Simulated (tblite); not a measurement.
Compound: C6H16Si.
Structure used (GFN2-xTB), in Å, numbered top down from 1:
```xyz
23
C6H16Si angstrom
C     -1.5952   -1.3152    0.9043
C     -0.4615   -0.4425    1.4366
Si     0.5462    0.4316    0.0665
C     -0.5769    1.5787   -0.9658
C     -1.2607    2.6529   -0.1286
C      1.3506   -0.8492   -1.0978
C      2.2828   -1.8115   -0.3716
H     -2.1354   -1.7890    1.7230
H     -2.3030   -0.7207    0.3311
H     -1.2078   -2.0983    0.2565
H      0.2056   -1.0591    2.0410
H     -0.8781    0.3047    2.1139
H      1.6008    1.2334    0.7190
H      0.0147    2.0621   -1.7446
H     -1.3406    0.9941   -1.4817
H     -1.9057    2.2022    0.6214
H     -1.8694    3.3067   -0.7515
H     -0.5220    3.2634    0.3849
H      1.9150   -0.3306   -1.8742
H      0.5808   -1.4253   -1.6143
H      2.7460   -2.5090   -1.0680
H      1.7366   -2.3872    0.3712
H      3.0723   -1.2652    0.1386
```

Calculated harmonic vibrations of the isolated species, GFN2-xTB (tblite), most abundant isotopes, no scaling. This tight-binding method is rough: wavenumbers can miss measured ones by several per cent, in bad cases by 10 to 20. Modes of hydrogen on silicon can be 10 to 20 % off. One conformer, not necessarily the lowest.

Harmonic wavenumbers (cm⁻¹): 41.0, 47.4, 73.8, 109.8, 145.1, 155.3, 229.2, 229.4, 236.1, 266.5, 315.7, 332.4, 613.8, 626.4, 632.0, 695.8, 718.3, 729.2, 760.8, 774.5, 971.3, 980.1, 983.4, 1017.0, 1018.6, 1025.5, 1074.8, 1075.6, 1084.9, 1239.2, 1242.7, 1247.1, 1291.4, 1291.9, 1293.0, 1415.9, 1418.1, 1419.2, 1484.0, 1488.0, 1490.7, 1510.4, 1513.0, 1513.6, 1514.6, 1515.1, 1516.2, 2148.8, 2965.6, 2969.3, 2969.9, 2981.1, 2983.5, 2987.9, 3009.5, 3010.8, 3011.6, 3028.7, 3033.5, 3033.8, 3035.0, 3039.5, 3041.0.

A = 2461, B = 1370, C = 1027 MHz; mass 116.102 u (most abundant isotopes); point group Cs, symmetry number 1.

Q: What is the zero-point energy?

A: Half the sum of the wavenumbers: 44809 cm⁻¹ = 128.12 kcal/mol.

Q: Entropy at 400 K, 1 bar (ideal gas, RRHO, classical rotation)?

A: Translation 41.65, rotation 29.80, vibration 47.81: S = 119.3 cal/(mol K).

Q: And Cp and H(400 K) − H(0)?

A: Cp = 52.95 cal/(mol K), of which vibrations give 45.01 (their classical limit is 63 R = 125.2); H(400 K) − H(0) = 12.63 kcal/mol without the zero-point energy, 9.45 from vibrations.

Q: How do the functions run with temperature in this model?

A: 
```csv
T (K),S (cal/(mol K)),Cp (cal/(mol K)),H − H(0) (kcal/mol),G − H(0) (kcal/mol),ln q(vib)
100,72.5,22.1,1.49,-5.76,2.56
200,90.9,31.7,4.20,-13.98,5.99
300,105.6,42.1,7.88,-23.82,9.15
500,132.2,62.9,18.43,-47.65,15.11
800,166.9,85.1,40.89,-92.66,23.56
1000,187.1,95.4,58.99,-128.09,28.84
```

q(vib) and H(0) count from the zero-point level.

Q: Blend soft modes into free rotors: weight 1/[1 + (100 cm⁻¹/ν̃)⁴] for the oscillator and the rest for a rotor with moment μB/(μ + B), μ = h/(8π²ν), B = 10⁻⁴⁴ kg m². What vibrational entropy results?

A: 43.16 cal/(mol K) in place of 47.81, which changes −T·S at 400 K by +1.86 kcal/mol.

Q: Which modes carry the vibrational entropy at 400 K?

A: 41.0 cm⁻¹: 5.79; 47.4 cm⁻¹: 5.51; 73.8 cm⁻¹: 4.63; 109.8 cm⁻¹: 3.85; 145.1 cm⁻¹: 3.30; 155.3 cm⁻¹: 3.17 cal/(mol K); the other 57 give 21.56 together.

Q: What must be added to the electronic energy to get the Gibbs energy at 400 K and 1 bar?

A: ZPE + [H(400 K) − H(0)] − T·S = 128.12 + 12.63 − 47.70 = 93.05 kcal/mol.

Hindered rotation and anharmonicity are outside this model. Other conformers, if any are populated, would add a mixing term that is left out.
